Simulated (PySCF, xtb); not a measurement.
C₄H₂BrCl, SMILES C#C/C=C(/Cl)Br.

Harmonic wavenumbers (cm⁻¹) from GFN2-xTB in xtb at its own minimum, in rising order: 93, 126, 212, 260, 368, 419, 423, 506, 642, 663, 800, 812, 1043, 1208, 1599, 2246, 3060, 3395.

Q: What does PBE-D3(BJ)/def2-SVP (PySCF 2.14.0) give at its own minimum? (Estimate from the structure and the level; the computed values follow.)

A: 103, 136, 232, 288, 407, 439, 476, 570, 608, 659, 790, 882, 1030, 1211, 1586, 2146, 3091, 3407. Paired by order, the mean absolute difference is 30 cm⁻¹ and the zero-point energies are 25.6 and 25.8 kcal/mol.
